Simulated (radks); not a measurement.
Te+, configuration [Kr] 4d10 5s2 5p3. Method: non-relativistic Kohn-Sham, PBE, spin-polarised, spherical densities, point nucleus; open shells are filled with parallel spins first (spin-orbit coupling, left out, can overturn this in heavy ions); relativity is left out, which matters for an element this heavy; computed with a radial shooting solver on a logarithmic mesh with Libxc functionals.

Radial electron density D(r) = 4 pi r^2 rho(r):

r (bohr)  D(r) (e/bohr)   spin D(r)
0.001484          2.351  -0.0000236
0.001979          3.972  -0.0000389
0.002639          6.597  -0.0000617
0.00352           10.71  -0.0000914
0.004695          16.86   -0.000118
0.006262          25.50  -0.0000996
0.008352          36.55   0.0000844
0.01114           48.84    0.000751
0.01486           59.63     0.00263
0.01982           65.19     0.00714
0.02643           63.52      0.0165
0.03525           58.36      0.0324
0.04702           59.29      0.0519
0.06271           71.80      0.0614
0.08364           84.61      0.0408
0.1107            79.92   -0.000393
0.1476            64.23     0.00252
0.1969            64.49      0.0885
0.2626            71.24       0.115
0.3502            51.23     0.00979
0.4671            25.54      0.0852
0.623             24.73       0.295
0.8309            25.27      0.0990
1.108             14.17      0.0211
1.478             5.949       0.779
1.971             3.513        1.56
2.629             2.056        1.31
3.507            0.6962       0.523
4.678            0.1173      0.0992
6.239          0.008453     0.00780
8.321         0.0001943    0.000188

D(r) has 4 maxima, at r = 0.0213, 0.0906, 0.252, 0.737 bohr, and minima at 0.0401, 0.169, 0.535 bohr, inside which lie 2.01, 11.34, 28.99 electrons.
